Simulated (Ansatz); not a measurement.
AlB2H5O, SMILES `BB[O][AlH2]`. The species carries charge 0 and has multiplicity 1.

```csv
atom,x (Å),y (Å),z (Å)
B1,0.448,-1.239,1.567
B2,-0.394,-0.827,0.180
O3,-0.229,0.298,-0.533
Al4,-0.077,1.688,-1.469
H5,1.453,-1.895,1.533
H6,0.040,-0.970,2.664
H7,-1.228,-1.625,-0.210
H8,0.967,1.651,-2.650
H9,-0.982,2.920,-1.082
```

Problem. Give the diagnostics of a CCSD(T)/def2-TZVPP run (frozen core, Ansatz). (Estimate.)

Solution. The calculation gave: T1 = 0.0140, largest single amplitude 0.031, largest double 0.029, (T) share of the correlation energy 3.2 %, 11 CCSD cycles. The RHF solution is stable towards an unrestricted one. T1 lies under the customary mark of 0.02 for closed shells.
